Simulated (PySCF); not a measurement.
## Working out the electron affinity of In

In⁻ [Kr] 4d10 5s2 5p2 (3P) → In [Kr] 4d10 5s2 5p1 (2P). All numbers are calculated (PySCF 2.14, scalar relativity through the core potential, in aug-cc-pwCVDZ-PP with ECP28MDF (6s5p4d1f, 48 functions)). Frozen: nothing. Energies in hartree (1 hartree = 27.21139 eV):

```json
{"part": "UHF", "In⁻ (lower)": "-189.208729", "In (upper)": "-189.205747"}
{"part": "MP2 opposite-spin", "In⁻ (lower)": "-0.256116", "In (upper)": "-0.253605"}
{"part": "MP2 same-spin", "In⁻ (lower)": "-0.138954", "In (upper)": "-0.133007"}
```

Question: What does Hartree-Fock give?

Answer: (-189.205747) − (-189.208729) = 0.002982 hartree = 0.081 eV.

Question: What do MP2 and SCS-MP2 (6/5 opposite-spin, 1/3 same-spin) give?

Answer: The opposite-spin parts differ by 0.068 eV and the same-spin parts by 0.162 eV. MP2: 0.081 + (0.068) + (0.162) = 0.311 eV. SCS-MP2: 0.081 + 1.2 × (0.068) + (0.162)/3 = 0.217 eV.

Reference: 0.384 eV (measured; photodetachment measurements, as compiled on the Wikipedia data page of electron affinities), between the lowest levels; spin-orbit coupling is absent from the calculation.

A double-zeta basis recovers only part of the correlation energy.

What remains against the reference includes basis incompleteness and correlation beyond second order.
